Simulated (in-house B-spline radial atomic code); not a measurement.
**Ionising neutral potassium with different functionals**

Computed with a radial B-spline atomic code at the basis-set limit: four-component Dirac-Coulomb Hamiltonian, Fermi nucleus of rms radius 3.4349 fm, spin-restricted, spherical fractional occupations for the functionals. The ionisation energy is the difference of two self-consistent energies, [Ar] 4s1 → [Ne] 3s2 3p6, without Breit or QED terms; ε is the level of the shell that loses the electron (mean over j).

Hybrids are left out here: with spherical fractional occupations of an open shell their exact exchange keeps a self-interaction that integer-occupation calculations don't have.

| method | rung | ΔSCF (eV) | -ε(4s) (eV) |
| --- | --- | --- | --- |
| LDA VWN5 | LDA | 4.40 | 2.43 |
| relativistic LDA | LDA | 4.40 | 2.43 |
| LDA PW92 | LDA | 4.40 | 2.43 |
| LDA exchange-only | LDA | 3.72 | 1.76 |
| PBE | GGA | 4.31 | 2.32 |
| PBEsol | GGA | 4.22 | 2.30 |
| BLYP | GGA | 4.36 | 2.24 |
| RPBE | GGA | 4.34 | 2.28 |
| PW91 | GGA | 4.35 | 2.33 |
| BP86 | GGA | ? | ? |
| AM05 | GGA | 4.20 | 2.26 |
| OLYP | GGA | ? | ? |

(1) What does OLYP give?

(2) What does BP86 give?

(3) How do they compare with the NIST value?

## Answers

(1) ΔSCF 4.29 eV, and -ε(4s) = 2.07 eV.

(2) ΔSCF 4.34 eV, and -ε(4s) = 2.44 eV.

(3) NIST lists 4.341 eV (measured, ground level to ground level). Errors run from -0.62 to +0.06 eV; RPBE is closest (-0.00 eV), but part of that can be cancellation, since the calculations leave out Breit-QED terms, spin polarisation.
